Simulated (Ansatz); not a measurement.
Reaction (hydrogenolysis of the In–F bond): `C[NH][InH][F]` + H₂ → `C[NH][InH2]` + H–F

Calculated with Ansatz (gas phase, PBE0-D4/def2-TZVP geometries, no zero-point term in ΔE). CCSD(T)/CBS adds triple-zeta CCSD(T) − MP2 to the extrapolated MP2 energy (def2 sets, frozen cores). This one scheme is used for every species. DFT in def2-TZVPP. HSE06 is defined as in plane-wave codes. def2 core potentials past Kr. For In outer-core shells are correlated without core-valence functions, which leaves a few kJ/mol of doubt a bond. Each species was taken in one conformer, which may not be the lowest.

```csv
level,ΔE (kJ/mol)
r2SCANh,54.1
HSE06,42.7
MP2/def2-QZVPP,55.0
SCS-MP2/def2-QZVPP,55.9
```

(1) What does CCSD(T)/CBS give? (Estimate.)

Largest T1 diagnostic among the species: 0.016.

Results:

(1) Ansatz gave: +52.6 kJ/mol. The listed levels differ from it by 1.5, -9.9, 2.4, 3.3 kJ/mol.

From BLYP to BHLYP (50 % exact exchange), in def2-TZVPP and without D4, ΔE moves by −11.3 kJ/mol. At CCSD(T), def2-SVP lies −4.9 kJ/mol from the extrapolated value and def2-TZVPP −8.4 kJ/mol. Leaving LDA and LC-ωPBE aside and taking each functional with its dispersion term where it has one, the values, not all of them listed here, spread over 18.3 kJ/mol, from HSE06-D4 to BLYP-D4. LDA lies −12.5 kJ/mol from PBE without D4.
